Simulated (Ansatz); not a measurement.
The first iterations of a band of C₂H₄Se (7 atoms, charge 0, multiplicity 1).

Method: Ansatz 0.2.0, RKS PBE0-D4/def2-SVP.

```json
{
 "movable images": "5",
 "climbing image": "yes",
 "spring": "5.0 eV/Å²",
 "optimiser": "quadratic models (default)",
 "start path": "IDPP",
 "force threshold": "0.05 eV/Å",
 "iteration limit": "10",
 "end points": "relaxed"
}
```

First end point:

```xyz
7
Properties=species:S:1:pos:R:3
C -0.465 0.485 0.032
C 0.535 -0.595 -0.149
Se 1.595 -1.252 1.082
H -1.469 0.119 -0.247
H -0.248 1.320 -0.659
H -0.486 0.861 1.064
H 0.599 -1.007 -1.169
```

Last end point:

```xyz
7
Properties=species:S:1:pos:R:3
C -0.414 0.525 0.073
C 0.574 -0.564 -0.119
Se 0.272 -2.284 0.036
H -1.408 0.141 0.339
H -0.489 1.131 -0.848
H -0.064 1.217 0.859
H 1.590 -0.233 -0.385
```

| iteration | highest image above the first end (eV) | largest band force component (eV/Å) |
| --- | --- | --- |
| 1 | 0.174 | 0.982 |
| 2 | 0.085 | 0.429 |

Q: Does the band converge within its limit, and where does its top end?

A: The run converged. It ended after 7 iterations with the highest image 0.078 eV above the first end. Another band between the same ends (5 images) ends at a top of the same energy, where a vibrational analysis finds 1 clearly imaginary mode.

The run took 82 s on 1 thread of Arm Neoverse V2, on a shared host, peak memory 0.16 GiB.
